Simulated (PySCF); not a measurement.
Isomers of C2H8OSi2. Method used: PBE0-D3(BJ)/def2-SVP geometry optimisation, gas phase in PySCF 2.14.0. One conformer each; no zero-point energy, no entropy. No frequencies were run at this level. Point groups hold within 0.08 Å.

Problem. Rank from lowest to highest electronic energy at this level (kcal/mol).
A. `[CH3:1][C:2](=[O:3])[SiH2:4][SiH3:5]` with C1–C2–Si4–Si5 -108°
B. `[CH2:1]1[CH2:2][SiH2:3][O:4][SiH2:5]1` with Si5–C1–C2–Si3 34°, C1–C2–Si3–O4 -28°, C2–Si3–O4–Si5 9°, Si3–O4–Si5–C1 9°

Solution. B (0.0), A (65.9).

As drawn, the lower has an Si–O bond, which the higher lacks; the higher has a C=O bond and an Si–Si bond, which the lower lacks.

```csv
SMILES,E (Eh),E rel (kcal/mol),dipole (D),point group,"A, B, C (MHz)"
C1C[SiH2]O[SiH2]1,-734.60348,0.0,1.90,C2,"4779, 3127, 2068"
CC(=O)[SiH2][SiH3],-734.49848,65.9,2.27,C1,"4909, 1559, 1477"
```
